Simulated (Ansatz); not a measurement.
Molecule: CH4BO, charge 0, multiplicity 2. It need not be the lowest isomer of its formula. 
Structure (B3LYP-D3(BJ)/def2-TZVP (Ansatz, an electronic-structure program) minimum search):
```xyz
7

B      0.5676    -0.0665     0.0187
C     -0.5486    -1.1450     0.1935
O      0.4248     1.2418    -0.2120
H     -1.5633    -0.7317     0.1085
H     -0.4355    -1.9341    -0.5543
H     -0.4571    -1.6329     1.1673
H     -0.4890     1.5675    -0.2804
```
Charge 0, spin multiplicity 2.

Property: atomisation energy (electronic, to ground-state atoms), in eV. Valence correlation only, unless marked. Open shells are spin-unrestricted. Spin-orbit coupling is left out. Non-relativistic. The coupled-cluster limit lacks core correlation, which all-electron functionals hold. CBS(X,Y): correlation extrapolated as X^-3; Hartree-Fock from the larger set. The bracket is a focal-point correction in the basis named.

| level | program | atomisation energy (eV) |
|---|---|---|
| PBE/def2-TZVPD | Ansatz | 27.98 |

Q: What does RI-MP2/CBS(cc-pVTZ,cc-pVQZ)+[CCSD(T)-MP2]/cc-pVTZ (Ansatz) give?

A: 27.31 eV, so PBE/def2-TZVPD differs from it by 0.67 eV.
